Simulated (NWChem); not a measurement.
System: MoN2H3OF; SMILES [NH]=[Mo]([NH2])(=[O])[F]

Here is an NWChem input.

```
start job
memory heap 200 mb stack 900 mb global 1100 mb
geometry units angstroms noautoz
  Mo    -0.031869     0.023866     0.004921
  O      0.025176    -0.198479     1.664603
  N     -1.646883    -0.094923    -0.590098
  H     -2.629273    -0.216976    -0.346011
  F      0.675437     1.683993    -0.455208
  N      0.935294    -1.392800    -0.854350
  H      1.750859    -1.828544    -0.429858
  H      0.602248    -1.928995    -1.649953
end
basis spherical
  Mo library def2-tzvpp
  O library def2-tzvpp
  N library def2-tzvpp
  H library def2-tzvpp
  F library def2-tzvpp
end
ecp
  Mo library def2-ecp
end
dft
  xc xpbe96 cpbe96
  iterations 150
  semidirect filesize 400000000
  mulliken
end
task dft gradient
```

Excerpt of the output:

```
             Northwest Computational Chemistry Package (NWChem) 7.3.0
             --------------------------------------------------------

 C1  symmetry detected

                             Geometry "geometry" -> ""
                             -------------------------

 Output coordinates in angstroms (scale by  1.889725989 to convert to a.u.)

  No.       Tag          Charge          X              Y              Z
 ---- ---------------- ---------- -------------- -------------- --------------
    1 Mo                  42.0000    -0.04882750     0.02271694     0.02076250
    2 O                    8.0000    -0.91579946    -0.07815203     1.45094460
    3 N                    7.0000    -1.06243817    -0.24644108    -1.34911926
    4 H                    1.0000    -2.01347157    -0.41716193    -1.67462711
    5 F                    9.0000     0.76574997     1.69042504    -0.13166890
    6 N                    7.0000     1.25686117    -1.38218948    -0.02515626
    7 H                    1.0000     1.70877811    -1.73092874     0.81708157
    8 H                    1.0000     1.42913329    -1.99421587    -0.81708736

 Effective nuclear repulsion energy (a.u.)     497.1381951857

 Summary of "ao basis" -> "ao basis" (spherical)
 ------------------------------------------------------------------------------
       Tag                 Description            Shells   Functions and Types
 ---------------- ------------------------------  ------  ---------------------
 Mo                        def2-tzvpp               16       56   6s4p3d2f1g
 O                         def2-tzvpp               11       31   5s3p2d1f
 N                         def2-tzvpp               11       31   5s3p2d1f
 H                         def2-tzvpp                6       14   3s2p1d
 F                         def2-tzvpp               11       31   5s3p2d1f

            General Information
            -------------------
          SCF calculation type: DFT
          Wavefunction type:  closed shell.
          No. of atoms     :     8
          No. of electrons :    48
           Alpha electrons :    24
            Beta electrons :    24
          Charge           :     0
          Spin multiplicity:     1
          Use of symmetry is: off; symmetry adaption is: off
          Maximum number of iterations: 150
          AO basis - number of functions:   222
                     number of shells:    78
          Convergence on energy requested:  1.00D-06
          Convergence on density requested:  1.00D-05
          Convergence on gradient requested:  5.00D-04

              XC Information
              --------------
          PerdewBurkeErnzerhof Exchange Functional  1.000
            Perdew 1991 LDA Correlation Functional  1.000 local
           PerdewBurkeErnz. Correlation Functional  1.000 non-local

             Grid Information
             ----------------
          Grid used for XC integration:  medium
          Radial quadrature: Mura-Knowles
          Angular quadrature: Lebedev.
          Tag              B.-S. Rad. Rad. Pts. Rad. Cut. Ang. Pts.
          ---              ---------- --------- --------- ---------
          Mo                  1.45      123          10.0       590
          O                   0.60       49          11.0       434
          N                   0.65       49          11.0       434
          H                   0.35       45          12.0       434
          F                   0.50       49          11.0       434
          Grid pruning is: on
          Number of quadrature shells:   454
          Spatial weights used:  Erf1

      Superposition of Atomic Density Guess
      -------------------------------------

 Sum of atomic energies:        -361.57922453

      Non-variational initial energy
      ------------------------------

 Total energy =    -352.417149
 1-e energy   =    -950.097375
 2-e energy   =     374.008621
 HOMO         =      -0.371192
 LUMO         =      -0.036583

------------------------------------------------------------
EAF file 0: "./job.aoints.0" size=1067450368 bytes
------------------------------------------------------------
               write      read    awrite     aread      wait
               -----      ----    ------     -----      ----
     calls:     2036         0         0         0         0
   data(b): 1.07e+09  0.00e+00  0.00e+00  0.00e+00
   time(s): 0.00e+00  0.00e+00  0.00e+00  0.00e+00  0.00e+00
rate(mb/s): 0.00e+00  0.00e+00
------------------------------------------------------------

     ---------------------------------------------
      Total Density - Mulliken Population Analysis
     ---------------------------------------------

    Atom       Charge   Shell Charges
 -----------   ------   -------------------------------------------------------
    1 Mo  14    11.04   0.02 -0.40  1.55  0.84  0.24  0.04  5.21  0.79  0.14  0.04  1.01  1.09  0.30  0.02  0.14  0.02
    2 O    8     9.14   0.79  1.18  0.62  1.01  0.33  2.08  2.23  0.88  0.00  0.02  0.00
    3 N    7     8.13   0.82  1.15  0.60  0.91  0.22  1.65  1.93  0.83  0.00  0.01  0.00
    4 H    1     0.72   0.21  0.36  0.09  0.02  0.04  0.01
    5 F    9     9.65   0.77  1.20  0.62  1.02  0.34  2.39  2.37  0.93  0.00  0.00  0.00
    6 N    7     7.88   0.82  1.16  0.57  0.84  0.18  1.63  1.87  0.80  0.00  0.01  0.00
    7 H    1     0.72   0.22  0.36  0.08  0.02  0.04  0.01
    8 H    1     0.72   0.22  0.36  0.08  0.02  0.04  0.01

   convergence    iter        energy       DeltaE   RMS-Dens  Diis-err
 ---------------- ----- ----------------- --------- --------- ---------
 d= 0,ls=0.0,diis     1   -354.1192908346 -5.78D+02  1.81D-02  4.73D+00
 d= 0,ls=0.0,diis     2   -343.7792512186  1.03D+01  1.54D-02  8.89D+01
 d= 0,ls=0.0,diis     3   -354.0892488254 -1.03D+01  5.79D-03  5.78D+00
 d= 0,ls=0.0,diis     4   -354.3801680896 -2.91D-01  2.94D-03  2.60D+00
 d= 0,ls=0.0,diis     5   -354.5432964755 -1.63D-01  1.95D-03  7.19D-01
 d= 0,ls=0.0,diis     6   -354.6074621524 -6.42D-02  6.37D-04  1.57D-01
  Resetting Diis
 d= 0,ls=0.0,diis     7   -354.6225700480 -1.51D-02  2.50D-04  1.11D-02
 d= 0,ls=0.0,diis     8   -354.6233798403 -8.10D-04  3.55D-04  2.53D-03
 d= 0,ls=0.0,diis     9   -354.6210791991  2.30D-03  2.70D-04  2.61D-02
 d= 0,ls=0.0,diis    10   -354.6235490071 -2.47D-03  4.86D-05  1.02D-03
 d= 0,ls=0.0,diis    11   -354.6236413851 -9.24D-05  1.42D-05  2.79D-05
 d= 0,ls=0.0,diis    12   -354.6236436122 -2.23D-06  5.65D-06  5.44D-06
 d= 0,ls=0.0,diis    13   -354.6236441035 -4.91D-07  2.21D-06  1.51D-06

         Total DFT energy =     -354.623644103549
      One electron energy =     -955.346280930840
           Coulomb energy =      418.595963172019
    Exchange-Corr. energy =      -41.544930597847
 Nuclear repulsion energy =      223.671604253119

 Numeric. integr. density =       47.999994717892

                       DFT Final Molecular Orbital Analysis
                       ------------------------------------

 Vector   22  Occ=2.000000D+00  E=-2.831098D-01
              MO Center= -2.9D-01, -3.9D-01, -3.9D-01, r^2= 3.2D+00
   Bfn.  Coefficient  Atom+Function         Bfn.  Coefficient  Atom+Function
  ----- ------------  ---------------      ----- ------------  ---------------
    94      0.247834  3 N  py                97      0.213558  3 N  py
     8     -0.180268  1 Mo py               169      0.161886  6 N  px
   100      0.158516  3 N  py               172      0.142276  6 N  px
   175      0.130093  6 N  px                62      0.120897  2 O  px
    63      0.117962  2 O  py                93     -0.115216  3 N  px

 Vector   23  Occ=2.000000D+00  E=-2.617423D-01
              MO Center= -2.3D-01, -2.5D-01, -3.1D-01, r^2= 3.5D+00
   Bfn.  Coefficient  Atom+Function         Bfn.  Coefficient  Atom+Function
  ----- ------------  ---------------      ----- ------------  ---------------
    94      0.214847  3 N  py                62     -0.192952  2 O  px
    97      0.185730  3 N  py               170     -0.161616  6 N  py
    65     -0.160143  2 O  px                95     -0.155806  3 N  pz
   100      0.144987  3 N  py               173     -0.138715  6 N  py
   176     -0.128150  6 N  py               169     -0.126573  6 N  px

 Vector   24  Occ=2.000000D+00  E=-2.489082D-01
              MO Center= -1.1D-01, -6.3D-01, -4.1D-01, r^2= 3.5D+00
   Bfn.  Coefficient  Atom+Function         Bfn.  Coefficient  Atom+Function
  ----- ------------  ---------------      ----- ------------  ---------------
    95      0.244278  3 N  pz                98      0.206358  3 N  pz
   169     -0.201615  6 N  px               101      0.183026  3 N  pz
   172     -0.168612  6 N  px               170     -0.165781  6 N  py
   175     -0.159879  6 N  px                93     -0.145378  3 N  px
   173     -0.143820  6 N  py               176     -0.132030  6 N  py

 Vector   25  Occ=0.000000D+00  E=-9.466201D-02
              MO Center= -1.5D-01, -1.2D-01, -1.1D-01, r^2= 2.5D+00
   Bfn.  Coefficient  Atom+Function         Bfn.  Coefficient  Atom+Function
  ----- ------------  ---------------      ----- ------------  ---------------
    23      0.372896  1 Mo d  2              20     -0.336085  1 Mo d -1
    28      0.244082  1 Mo d  2              25     -0.217118  1 Mo d -1
   100     -0.207931  3 N  py               101     -0.166765  3 N  pz
    33      0.163701  1 Mo d  2             175     -0.164182  6 N  px
    63      0.157599  2 O  py                69      0.152015  2 O  py

 Vector   26  Occ=0.000000D+00  E=-8.915282D-02
              MO Center= -1.5D-01, -1.3D-01, -2.7D-02, r^2= 2.4D+00
   Bfn.  Coefficient  Atom+Function         Bfn.  Coefficient  Atom+Function
  ----- ------------  ---------------      ----- ------------  ---------------
    20      0.362961  1 Mo d -1              23      0.296691  1 Mo d  2
    25      0.235029  1 Mo d -1             100      0.199655  3 N  py
    28      0.195716  1 Mo d  2              94      0.164642  3 N  py
    30      0.162042  1 Mo d -1              22      0.153598  1 Mo d  1
   175     -0.153527  6 N  px                21     -0.151316  1 Mo d  0

 Vector   27  Occ=0.000000D+00  E=-5.114517D-02
              MO Center= -9.4D-02, -2.8D-02, -2.4D-02, r^2= 2.8D+00
   Bfn.  Coefficient  Atom+Function         Bfn.  Coefficient  Atom+Function
  ----- ------------  ---------------      ----- ------------  ---------------
    19      0.444237  1 Mo d -2             168      0.386590  6 N  s
    24      0.273362  1 Mo d -2              14     -0.213387  1 Mo py
    29      0.213989  1 Mo d -2              23     -0.202441  1 Mo d  2
   121     -0.193180  4 H  s                211     -0.191995  8 H  s
     6      0.176647  1 Mo s                 21     -0.175683  1 Mo d  0

------------------------------------------------------------
EAF file 0: "./job.aoints.0" size=1622671360 bytes
------------------------------------------------------------
               write      read    awrite     aread      wait
               -----      ----    ------     -----      ----
     calls:     3095        12         0     37128     37128
   data(b): 1.62e+09  6.29e+06  0.00e+00  1.95e+10
   time(s): 0.00e+00  0.00e+00  0.00e+00  0.00e+00  0.00e+00
rate(mb/s): 0.00e+00  0.00e+00
------------------------------------------------------------

     ---------------------------------------------
      Total Density - Mulliken Population Analysis
     ---------------------------------------------

    Atom       Charge   Shell Charges
 -----------   ------   -------------------------------------------------------
    1 Mo  14    12.64   0.02 -0.41  1.65  0.77  0.21 -0.00  5.34  0.68  0.18  0.07  1.86  1.64  0.43  0.02  0.17  0.02
    2 O    8     8.48   0.79  1.17  0.62  0.96  0.41  1.83  1.81  0.85  0.00  0.03  0.00
    3 N    7     7.56   0.82  1.15  0.57  0.89  0.29  1.49  1.56  0.76  0.00  0.03  0.00
    4 H    1     0.80   0.26  0.40  0.07  0.02  0.05  0.00
    5 F    9     9.38   0.77  1.20  0.62  0.97  0.40  2.27  2.09  1.05  0.00  0.01  0.00
    6 N    7     7.52   0.82  1.15  0.54  0.83  0.22  1.56  1.59  0.79  0.00  0.02  0.00
    7 H    1     0.82   0.27  0.41  0.07  0.02  0.05  0.01
    8 H    1     0.81   0.27  0.41  0.06  0.02  0.05  0.01

     -------------------------------------------
      Total Density - Lowdin Population Analysis
     -------------------------------------------

    Atom       Charge   Shell Charges
 -----------   ------   -------------------------------------------------------
    1 Mo  14    13.83   0.01  0.00  0.95  0.85  0.23  0.08  4.53  1.35  0.58  0.17  1.64  1.86  0.97  0.02  0.50  0.08
    2 O    8     8.07   0.87  1.09  0.59  0.67  0.38  1.70  1.79  0.91  0.00  0.07  0.01
    3 N    7     6.97   0.89  1.07  0.46  0.48  0.26  1.33  1.50  0.84  0.00  0.13  0.01
    4 H    1     1.07   0.24  0.36  0.14  0.03  0.23  0.06
    5 F    9     9.11   0.86  1.10  0.62  0.76  0.41  2.13  2.14  1.08  0.00  0.01  0.00
    6 N    7     6.85   0.89  1.06  0.40  0.41  0.22  1.35  1.54  0.87  0.00  0.10  0.01
    7 H    1     1.05   0.25  0.35  0.13  0.03  0.23  0.06
    8 H    1     1.05   0.25  0.35  0.13  0.03  0.22  0.06

     Multipole analysis of the density
     ---------------------------------

     L   x y z        total         alpha         beta         nuclear
     -   - - -        -----         -----         ----         -------
     0   0 0 0     -0.000000    -24.000000    -24.000000     48.000000

     1   1 0 0      0.292699     -1.145439     -1.145439      2.583577
     1   0 1 0     -1.053665      0.074170      0.074170     -1.202006
     1   0 0 1     -0.393493      0.352550      0.352550     -1.098592

     2   2 0 0    -30.278072    -86.553146    -86.553146    142.828219
     2   1 1 0     -3.341356      3.844014      3.844014    -11.029385
     2   1 0 1      3.620601     -1.511945     -1.511945      6.644491
     2   0 2 0    -32.552253    -99.694797    -99.694797    166.837340
     2   0 1 1      0.873445     -0.600198     -0.600198      2.073840
     2   0 0 2    -34.151603    -77.585534    -77.585534    121.019465

            General Information
            -------------------
          SCF calculation type: DFT
          Wavefunction type:  closed shell.
          No. of atoms     :     8
          No. of electrons :    48
           Alpha electrons :    24
            Beta electrons :    24
          Charge           :     0
          Spin multiplicity:     1
          Use of symmetry is: off; symmetry adaption is: off
          Maximum number of iterations: 150
          AO basis - number of functions:   222
                     number of shells:    78
          Convergence on energy requested:  1.00D-06
          Convergence on density requested:  1.00D-05
          Convergence on gradient requested:  5.00D-04

              XC Information
              --------------
          PerdewBurkeErnzerhof Exchange Functional  1.000
            Perdew 1991 LDA Correlation Functional  1.000 local
           PerdewBurkeErnz. Correlation Functional  1.000 non-local

[...]

                         DFT ENERGY GRADIENTS

    atom               coordinates                        gradient
                 x          y          z           x          y          z
   1 Mo     -0.092271   0.042929   0.039235   -0.013782  -0.003608   0.002394
   2 O      -1.730610  -0.147686   2.741888    0.013417   0.001034  -0.023211
   3 N      -2.007717  -0.465706  -2.549466    0.012245   0.003331   0.020118
   4 H      -3.804910  -0.788322  -3.164586    0.000998   0.000099  -0.000439
   5 F       1.447058   3.194440  -0.248818   -0.004448  -0.009809   0.000798
   6 N       2.375123  -2.611959  -0.047538   -0.007994   0.008120   0.000510
   7 H       3.229122  -3.270981   1.544060   -0.000350   0.000495  -0.000390
   8 H       2.700670  -3.768522  -1.544071   -0.000087   0.000339   0.000221
```

Level: PBE/def2-TZVPP with def2 effective core potentials on Mo. Coordinates come from a PBE0/def2-SVP optimisation. Not confirmed as a minimum by frequencies. def2 effective core potentials on Mo; no spin-orbit coupling.
